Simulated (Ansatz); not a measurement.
Basis-set series for `[F][Al]([F])[O]CC(F)(F)F`. Total charge 0; spin multiplicity 1. All single points use the PBE0-D4/def2-TZVP geometry. It is one conformer, not always the lowest.

```tsv
functional	basis	functions	energy (Eh)	HOMO (eV)	LUMO (eV)
PBE0-D4	def2-SVP	140	-893.17644	-8.90	0.02
PBE0-D4	def2-TZVPP	318	-894.05706	-9.02	-0.21
ωB97M-V	def2-SVP	140	-893.74505	-11.32	1.71
ωB97M-V	def2-TZVPP	318	-894.63974	-11.46	1.46
```

Give the rows for def2-QZVPP. (An estimate is asked.)

Computed: 
```
functional       basis  functions  energy (Eh)  HOMO (eV)  LUMO (eV)
   PBE0-D4  def2-QZVPP        586   -894.10065      -9.06      -0.40
   ωB97M-V  def2-QZVPP        586   -894.68038     -11.51       0.98
```

Positive LUMOs are unbound and depend on the basis.
